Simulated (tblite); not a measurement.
Compound: C4H10O3SSi2.
SMILES with atom numbers: `[O:1]=[S:2](=[O:3])([OH:4])[C:5]1=[C:6]([CH2:7][SiH3:8])[CH2:9][SiH2:10]1` (hydrogens: H11 on O4; H12, H13 on C7; H14, H15, H16 on Si8; H17, H18 on C9; H19, H20 on Si10)

Cartesian coordinates in Å at the GFN2-xTB level; atoms count from 1:
```xyz
20
C4H10O3SSi2 angstrom
O     -0.0237    2.2140    0.0644
S     -1.2676    1.5069   -0.1276
O     -2.4178    2.0079    0.5659
O     -1.6229    1.6100   -1.7170
C     -1.0027   -0.1817    0.1175
C      0.1348   -0.7277   -0.3637
C      1.1707   -0.0727   -1.1293
Si     2.1428    1.1195    0.0647
C      0.1024   -2.1405    0.1715
Si    -1.5762   -1.7053    1.0369
H     -2.4922    2.0000   -1.8149
H      1.8437   -0.7845   -1.6013
H      0.7271    0.5730   -1.8823
H      2.3695    2.4202   -0.5387
H      1.7006    1.0198    1.4516
H      3.4708    0.4509    0.0872
H      0.9534   -2.3489    0.8170
H      0.0978   -2.8925   -0.6158
H     -1.5531   -1.6824    2.4969
H     -2.7626   -2.3753    0.5043
```

Computed values, GFN2-xTB/tblite, gas phase, harmonic and unscaled. This tight-binding method is rough: wavenumbers can miss measured ones by several per cent, in bad cases by 10 to 20. Modes of hydrogen on silicon can be 10 to 20 % off. One conformer, not necessarily the lowest.

Harmonic wavenumbers (cm⁻¹): 51.4, 73.2, 104.0, 105.4, 135.7, 153.2, 189.2, 260.3, 262.9, 312.6, 341.3, 371.5, 425.8, 430.5, 432.5, 457.1, 497.3, 521.5, 561.3, 572.0, 585.4, 611.5, 664.2, 695.5, 707.4, 714.3, 745.9, 768.0, 800.5, 853.1, 869.7, 906.0, 949.9, 1027.4, 1047.9, 1091.0, 1114.2, 1144.3, 1153.5, 1234.8, 1299.4, 1444.7, 1452.3, 1602.5, 2075.7, 2263.8, 2286.1, 2289.4, 2360.6, 2988.0, 3004.8, 3014.6, 3023.0, 3617.6.

A = 977.7, B = 912.7, C = 573.7 MHz; mass 193.989 u (most abundant isotopes); point group C1, symmetry number 1.

Question: What is the zero-point energy?

Answer: ½Σν̃ = 28333 cm⁻¹ = 81.01 kcal/mol.

Question: What is S at 298.15 K and 1 bar for an ideal gas of classical rigid rotors and harmonic oscillators?

Answer: Translation 41.72, rotation 30.82, vibration 39.79: S = 112.3 cal/(mol K).

Question: And Cp and H(298.15 K) − H(0)?

Answer: Cp = 51.80 cal/(mol K), of which vibrations give 43.85 (their classical limit is 54 R = 107.3); H(298.15 K) − H(0) = 8.88 kcal/mol without the zero-point energy, 6.51 from vibrations.

Question: Which modes carry the vibrational entropy at 298.15 K?

Answer: 51.4 cm⁻¹: 4.76; 73.2 cm⁻¹: 4.07; 104.0 cm⁻¹: 3.38; 105.4 cm⁻¹: 3.35; 135.7 cm⁻¹: 2.86; 153.2 cm⁻¹: 2.63 cal/(mol K); the other 48 give 18.73 together.

Question: How do the functions run with temperature in this model?

Answer: 
```
 T (K)  S (cal/(mol K))  Cp (cal/(mol K))  H − H(0) (kcal/mol)  G − H(0) (kcal/mol)  ln q(vib)
    50             61.8              14.5                 0.52                -2.57       0.53
   100             74.3              22.3                 1.44                -5.99       2.00
373.15            124.9              60.4                13.09               -33.52      11.80
   500            144.2              71.4                21.49               -50.61      16.36
   750            176.0              85.3                41.23               -90.79      24.72
  1000            201.8              93.8                63.70              -138.12      32.16
```

q(vib) and H(0) count from the zero-point level.

Question: Blend soft modes into free rotors: weight 1/[1 + (100 cm⁻¹/ν̃)⁴] for the oscillator and the rest for a rotor with moment μB/(μ + B), μ = h/(8π²ν), B = 10⁻⁴⁴ kg m². What vibrational entropy results?

Answer: 37.34 cal/(mol K) in place of 39.79, which changes −T·S at 298.15 K by +0.73 kcal/mol.

Hindered rotation and anharmonicity are outside this model. Other conformers, if any are populated, would add a mixing term that is left out. The structure is chiral; the term R ln 2 for an equal mix with its mirror image is left out.
